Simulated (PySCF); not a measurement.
```xyz
4
charge 1 multiplicity 1, angstrom
Te    0.0000    0.0000   -1.9594
Bi    1.7522    0.0000    0.4060
Bi   -0.8761    1.5174    0.4060
Bi   -0.8761   -1.5174    0.4060
```

Method: PySCF, PBE, basis Te def2-SVP with ECP28, Bi def2-SVP with ECP60 (scalar-relativistic core potentials, no spin–orbit coupling, density fitting).

This geometry of [Bi3Te]+ is a stationary point at this level.

(1) What is the point group?

(2) Is it a minimum?

(3) List the harmonic modes with their infrared intensities.

(4) What are the dipole moment and the gap between the highest occupied and lowest empty levels?

(5) Give the ideal-gas entropy at 298.15 K and 1 bar by parts.

## Answers

(1) C3v.

(2) Yes: all harmonic wavenumbers are real.

(3) 
| symmetry | ω (cm⁻¹) | IR (km/mol, summed over degenerate members) |
| --- | --- | --- |
| e | 101 | 0.1 |
| e | 134 | 0.3 |
| a1 | 137 | 0.2 |
| a1 | 188 | 1.0 |

(4) 0.76 D about the centre of mass and 2.76 eV.

(5) translation 191.5, rotation 132.0, vibration 74.2, spin 0.0; total 397.7 J/(mol K).

This need not be the most stable arrangement of these atoms. Spin–orbit coupling, left out here, can matter for elements this heavy.
